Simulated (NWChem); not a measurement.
CH₃F₂ISi; SMILES C[Si](F)(F)I

Not confirmed as a minimum by frequencies. def2 effective core potentials on I; no spin-orbit coupling.

Problem. Give the equilibrium geometry at PBE0/def2-SVP with def2 effective core potentials on I (NWChem) as an XYZ file, with the point group.

Solution. point group Cs; any orientation.
```
8

C     -1.7084     1.9266     0.0012
Si    -0.0124     1.2094    -0.0002
F      0.8183     1.7120     1.2863
F      0.8145     1.7121    -1.2892
I     -0.0036    -1.2136    -0.0001
H     -2.2617     1.6075     0.8964
H     -2.2642     1.5998    -0.8899
H     -1.6456     3.0262    -0.0045
```
